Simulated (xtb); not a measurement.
Cl3Lu, singlet, at a GFN2-xTB geometry (such geometries of metal compounds can be far from the true shape). Base run: GFN2-xTB (xtb).

The xtb input:
```
$ xtb mol.xyz --gfn 2 --json

# file mol.xyz
4

Lu     0.11745897     0.35785999     0.22337050
Cl     1.81101761    -0.79670120    -0.87104379
Cl    -0.88627084    -1.35131577     1.43586369
Cl    -1.41531070     0.65342525    -1.49772024
```

The base run was repeated with changes; each row names its change, and settings that it needs were set with it.

```json
[
 {"change": "base", "ΔE vs base (mEh)": "0.000", "HOMO-LUMO gap (eV)": "2.75", "dipole (D)": "4.34", "G_solv (kcal/mol)": "-", "SCF cycles": "30"},
 {"change": "gbsa = water", "ΔE vs base (mEh)": "-4.656", "HOMO-LUMO gap (eV)": "2.92", "dipole (D)": "4.52", "G_solv (kcal/mol)": "-3.12", "SCF cycles": "37"},
 {"change": "alpb = benzene", "ΔE vs base (mEh)": "-7.069", "HOMO-LUMO gap (eV)": "2.85", "dipole (D)": "4.45", "G_solv (kcal/mol)": "-4.51", "SCF cycles": "33"},
 {"change": "file = coord", "ΔE vs base (mEh)": "0.000", "HOMO-LUMO gap (eV)": "2.75", "dipole (D)": "4.34", "G_solv (kcal/mol)": "-", "SCF cycles": "30"},
 {"change": "alpb = acetone", "ΔE vs base (mEh)": "-7.377", "HOMO-LUMO gap (eV)": "2.84", "dipole (D)": "4.44", "G_solv (kcal/mol)": "-4.69", "SCF cycles": "32"},
 {"change": "acc = 1000", "ΔE vs base (mEh)": "0.007", "HOMO-LUMO gap (eV)": "2.74", "dipole (D)": "4.34", "G_solv (kcal/mol)": "-", "SCF cycles": "22"},
 {"change": "acc = 30", "ΔE vs base (mEh)": "0.002", "HOMO-LUMO gap (eV)": "2.74", "dipole (D)": "4.34", "G_solv (kcal/mol)": "-", "SCF cycles": "24"},
 {"change": "etemp = 5000", "ΔE vs base (mEh)": "-9.621", "HOMO-LUMO gap (eV)": "2.83", "dipole (D)": "4.00", "G_solv (kcal/mol)": "-", "SCF cycles": "31"}
]
```

ALPB and GBSA are two models with their own fitted parameters for each solvent, which aren't always the measured dielectric constant.
